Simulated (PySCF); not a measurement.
C2H4N3, charge +1. Atoms are numbered in the order given.

```xyz
9

C      0.0000    -1.0526    -0.4322
N      0.0000     0.0000    -1.2350
C      0.0000     1.0526    -0.4322
N      0.0000     0.6693     0.8488
N      0.0000    -0.6693     0.8488
H      0.0000    -2.1020    -0.7339
H      0.0000     2.1020    -0.7339
H      0.0000     1.2192     1.7082
H      0.0000    -1.2192     1.7082
```
Charge +1, spin multiplicity 1.

The structure is a stationary point at PBE0-D3(BJ)/def2-SVP. The isomer is the one that the SMILES or the coordinates give; other isomers of the formula were not compared.

These are PBE0-D3(BJ)/def2-SVP in PySCF 2.14.0 values and carry that method's errors.

Frequencies are harmonic and unscaled.

```json
[
 {"mode": "1", "ν (cm⁻¹)": "555", "IR (km/mol)": "0.0", "Raman (Å⁴/amu)": "0.5", "depolarisation": "0.75", "moving atoms (share of kinetic energy)": "H 63 %, N 37 %"},
 {"mode": "2", "ν (cm⁻¹)": "635", "IR (km/mol)": "271.8", "Raman (Å⁴/amu)": "0.3", "depolarisation": "0.75", "moving atoms (share of kinetic energy)": "H 74 %, N 20 %"},
 {"mode": "3", "ν (cm⁻¹)": "643", "IR (km/mol)": "0.0", "Raman (Å⁴/amu)": "0.1", "depolarisation": "0.75", "moving atoms (share of kinetic energy)": "H 45 %, N 37 %, C 18 %"},
 {"mode": "4", "ν (cm⁻¹)": "676", "IR (km/mol)": "1.1", "Raman (Å⁴/amu)": "0.2", "depolarisation": "0.75", "moving atoms (share of kinetic energy)": "H 43 %, N 35 %, C 22 %"},
 {"mode": "5", "ν (cm⁻¹)": "931", "IR (km/mol)": "13.7", "Raman (Å⁴/amu)": "0.0", "depolarisation": "–", "moving atoms (share of kinetic energy)": "H 64 %, C 30 %"},
 {"mode": "6", "ν (cm⁻¹)": "944", "IR (km/mol)": "6.4", "Raman (Å⁴/amu)": "1.3", "depolarisation": "0.65", "moving atoms (share of kinetic energy)": "N 59 %, C 32 %, H 10 %"},
 {"mode": "7", "ν (cm⁻¹)": "955", "IR (km/mol)": "0.0", "Raman (Å⁴/amu)": "0.3", "depolarisation": "0.75", "moving atoms (share of kinetic energy)": "H 68 %, C 30 %"},
 {"mode": "8", "ν (cm⁻¹)": "996", "IR (km/mol)": "10.2", "Raman (Å⁴/amu)": "1.8", "depolarisation": "0.75", "moving atoms (share of kinetic energy)": "N 68 %, H 17 %, C 15 %"},
 {"mode": "9", "ν (cm⁻¹)": "1128", "IR (km/mol)": "71.5", "Raman (Å⁴/amu)": "1.7", "depolarisation": "0.42", "moving atoms (share of kinetic energy)": "H 67 %, N 28 %"},
 {"mode": "10", "ν (cm⁻¹)": "1132", "IR (km/mol)": "28.0", "Raman (Å⁴/amu)": "1.3", "depolarisation": "0.75", "moving atoms (share of kinetic energy)": "H 59 %, C 34 %"},
 {"mode": "11", "ν (cm⁻¹)": "1230", "IR (km/mol)": "1.2", "Raman (Å⁴/amu)": "12.9", "depolarisation": "0.47", "moving atoms (share of kinetic energy)": "H 78 %, N 19 %"},
 {"mode": "12", "ν (cm⁻¹)": "1275", "IR (km/mol)": "0.1", "Raman (Å⁴/amu)": "27.3", "depolarisation": "0.11", "moving atoms (share of kinetic energy)": "N 45 %, C 39 %, H 16 %"},
 {"mode": "13", "ν (cm⁻¹)": "1304", "IR (km/mol)": "0.2", "Raman (Å⁴/amu)": "0.9", "depolarisation": "0.75", "moving atoms (share of kinetic energy)": "H 74 %, N 17 %, C 10 %"},
 {"mode": "14", "ν (cm⁻¹)": "1460", "IR (km/mol)": "99.9", "Raman (Å⁴/amu)": "13.1", "depolarisation": "0.75", "moving atoms (share of kinetic energy)": "C 52 %, N 40 %"},
 {"mode": "15", "ν (cm⁻¹)": "1514", "IR (km/mol)": "21.6", "Raman (Å⁴/amu)": "4.2", "depolarisation": "0.19", "moving atoms (share of kinetic energy)": "N 58 %, H 22 %, C 20 %"},
 {"mode": "16", "ν (cm⁻¹)": "1567", "IR (km/mol)": "14.0", "Raman (Å⁴/amu)": "0.5", "depolarisation": "0.73", "moving atoms (share of kinetic energy)": "C 58 %, N 22 %, H 20 %"},
 {"mode": "17", "ν (cm⁻¹)": "1582", "IR (km/mol)": "67.0", "Raman (Å⁴/amu)": "0.6", "depolarisation": "0.75", "moving atoms (share of kinetic energy)": "N 47 %, H 36 %, C 16 %"},
 {"mode": "18", "ν (cm⁻¹)": "3280", "IR (km/mol)": "47.6", "Raman (Å⁴/amu)": "12.3", "depolarisation": "0.75", "moving atoms (share of kinetic energy)": "H 91 %, C 9 %"},
 {"mode": "19", "ν (cm⁻¹)": "3283", "IR (km/mol)": "19.6", "Raman (Å⁴/amu)": "111.2", "depolarisation": "0.21", "moving atoms (share of kinetic energy)": "H 90 %, C 10 %"},
 {"mode": "20", "ν (cm⁻¹)": "3597", "IR (km/mol)": "163.6", "Raman (Å⁴/amu)": "38.7", "depolarisation": "0.75", "moving atoms (share of kinetic energy)": "H 92 %"},
 {"mode": "21", "ν (cm⁻¹)": "3610", "IR (km/mol)": "391.8", "Raman (Å⁴/amu)": "105.0", "depolarisation": "0.14", "moving atoms (share of kinetic energy)": "H 92 %"}
]
```
